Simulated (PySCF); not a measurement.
## Fractional electron number in Ru²⁺ (ruthenium, charge +2)

The 4d beta orbital of [Kr] 4d6 is emptied in steps (occupation f), with all orbitals relaxed, ending at [Kr] 4d5. Calculation: PySCF 2.14, in aug-cc-pVTZ-PP with ECP28MDF; a scalar-relativistic core potential. The exact energy is a straight line in f; departures are measured from the line between the end points of the same method.

| f | UHF (eV) | LDA (eV) | PBE (eV) |
| --- | --- | --- | --- |
| 1 | 0.000 | 0.000 | 0.000 |
| 0.8 | 0.221 | -0.977 | -0.954 |
| 0.6 | 0.321 | -1.473 | -1.437 |
| 0.4 | 0.312 | -1.480 | -1.441 |
| 0.2 | 0.202 | -0.991 | -0.962 |
| 0 | 0.000 | 0.000 | 0.000 |

```tsv
method	E(f=0) − E(f=1) (eV)	−ε at f=1 (eV)	−ε at f=0.4 (eV)
UHF	26.442	27.866	26.138
LDA	28.643	22.575	29.842
PBE	28.511	22.572	29.695
```

Orbital energy along the path (eV):

| f | UHF | LDA | PBE |
| --- | --- | --- | --- |
| 1 | -27.866 | -22.575 | -22.572 |
| 0.8 | -27.236 | -24.953 | -24.913 |
| 0.6 | -26.663 | -27.378 | -27.291 |
| 0.4 | -26.138 | -29.842 | -29.695 |
| 0.2 | -25.656 | -32.339 | -32.114 |
| 0 | -25.212 | -34.859 | -34.521 |

Reference removal energy between the ground levels: 28.47 eV (semi-empirical (NIST evaluation); NIST Atomic Spectra Database, ionization energies). The calculation has no spin-orbit coupling. The determinant left behind need not be the lowest term of the ion. UHF lacks correlation.
